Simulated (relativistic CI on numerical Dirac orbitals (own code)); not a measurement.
**Ions with 41 electrons, Pm²⁰⁺ to Hg³⁹⁺**

Method of calculation: Dirac-Coulomb-Breit CI, KLI orbitals optimised for each configuration, a model potential for QED, unscaled Slater integrals (own radial code, finite nucleus).

CI space (outside the closed core [Ar] 3d10): 4s²4p⁶4d⁵, 4s²4p⁶4d⁴5s, 4s²4p⁵4d⁶, 4s²4p⁴4d⁷, 4s4p⁶4d⁶, 4s²4p⁶4d⁴5p, 4s²4p⁶4d³5s². Levels of other configurations are missing.

Energies above each ion's lowest level, in eV. Levels are followed by their leading LS label, which can pass from one level to another where the coupling changes.

```tsv
Ion	4s²4p⁶4d⁵ ⁶S5/2	4s²4p⁶4d⁵ ⁴G7/2	4s²4p⁶4d⁵ ⁴G9/2	4s²4p⁶4d⁵ ⁴P1/2	4s²4p⁶4d⁵ ⁴D7/2
Pm²⁰⁺	0	8.0175	9.3275	9.4803	11.372
Sm²¹⁺	0	8.3841	9.8221	10.015	11.992
Eu²²⁺	0	8.8002	10.364	10.608	14.633
Gd²³⁺	0	9.2728	10.961	11.265	15.65
Tb²⁴⁺	0	9.808	11.617	11.992	16.799
Dy²⁵⁺	0	10.41	12.337	12.791	18.082
Re³⁴⁺	13.995	19.218	22.071	23.539	36.097
Os³⁵⁺	?	?	?	?	?
Ir³⁶⁺	16.669	22.07	25.104	26.839	41.828
Pt³⁷⁺	18.143	23.63	26.752	28.624	44.956
Au³⁸⁺	19.712	25.282	28.49	30.5	48.266
Hg³⁹⁺	21.378	27.029	53.346	32.471	51.764
```

Task: Fill in the row of Os³⁵⁺.

Result: 4s²4p⁶4d⁵ ⁶S5/2 15.287, 4s²4p⁶4d⁵ ⁴G7/2 20.6, 4s²4p⁶4d⁵ ⁴G9/2 23.545, 4s²4p⁶4d⁵ ⁴P1/2 25.145, 4s²4p⁶4d⁵ ⁴D7/2 38.877 (eV).

The lowest level keeps the configuration 4s²4p⁶4d⁵ and J = 5/2 throughout.

Between Z = 77 and 80 the energy of 4s²4p⁶4d⁵ ⁶S5/2 follows a local power law Z^6.5. For orientation: electrostatic splittings inside a shell grow about linearly with the screened charge, excitations that change n as its square, and fine structure as its fourth power; written in Z itself the exponents are larger, since the screened charge grows faster in proportion.
